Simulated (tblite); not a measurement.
C₅H₄ClN₃O.
Structure used (GFN2-xTB), in Å, numbered top down from 1:
```xyz
14
C5H4ClN3O angstrom
C     -2.309    0.330   -0.598
C     -1.322    0.169    0.509
O     -1.588    0.177    1.684
C      0.103   -0.015    0.055
C      1.130   -0.179    0.979
C      2.394   -0.338    0.415
Cl     3.783   -0.551    1.383
N      2.565   -0.329   -0.900
N      1.555   -0.172   -1.686
N      0.357   -0.018   -1.256
H     -2.030    1.188   -1.206
H     -2.270   -0.543   -1.245
H     -3.310    0.459   -0.196
H      0.941   -0.179    2.041
```

Calculated harmonic vibrations of the isolated species, GFN2-xTB (tblite), most abundant isotopes, no scaling. Errors from tens to a few hundred cm⁻¹ against measured bands are possible. One conformer, not necessarily the lowest.

Question: How many normal modes are there?

Answer: 14 atoms, non-linear: 3N − 6 = 36.

Question: What is the point group of the computed structure, and how do the modes divide by symmetry?

Answer: Cs. The vibrations span 24 a′ + 12 a″.

Question: How many distinct wavenumbers does the calculation give?

Answer: 36: Cs has no degenerate species.

Question: How many fundamentals are allowed in the infrared by symmetry?

Answer: 36 of 36: in Cs every mode is allowed. All fundamentals are allowed in the Raman spectrum.

Question: Which of the modes above 1550 cm⁻¹ are stretches that can be named?

Answer: C=O 1759; sp3 C–H 3030, 3042, 3068; aromatic C–H 3105 cm⁻¹.

Question: Zero-point energy?

Answer: ½Σν̃ = 19217 cm⁻¹ = 229.9 kJ/mol (36 modes); those above 1550 cm⁻¹ give 83.8 kJ/mol of it.

Question: How are the modes spread over the spectrum?

Answer: 5 under 200 cm⁻¹; 7 from 200 to 600 cm⁻¹; 7 from 600 to 1000 cm⁻¹; 12 from 1000 to 1550 cm⁻¹; 1 from 1550 to 2000 cm⁻¹; 4 above 2600 cm⁻¹.

Question: Give the mode at 3042.4 cm⁻¹ as a wavelength, a frequency, a period and a quantum of energy.

Answer: 3.287 μm, 91.21 THz, 11 fs, 377.2 meV or 36.4 kJ/mol.
